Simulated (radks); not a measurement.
Results of a calculation; reference values are marked as such.
Problem. Neutral gold, [Xe] 4f14 5d10 6s1. Level of theory: non-relativistic Kohn-Sham, r2SCAN, spin-polarised, spherical densities, point nucleus; meta-GGA in the generalised Kohn-Sham scheme (a radial shooting solver on a logarithmic mesh with Libxc functionals). Every spin shell is full or empty, so the densities are truly spherical. Functionals are evaluated on that one density, not self-consistently. Rank these exchange functionals by their error against the exact value of the orbitals, and give that value: LDA, B88, revPBE, RPBE, PW91, OPTX, WC, AM05, SCAN.

Solution. Exact: -338.172 hartree. From best to worst, with 100 (|E| - |E exact|)/|E exact| (equal figures are ties): PW91 +0.07, SCAN +0.08, B88 +0.09, RPBE -0.20, revPBE -0.23, WC -0.60, OPTX +1.91, AM05 -3.60, LDA -3.80.
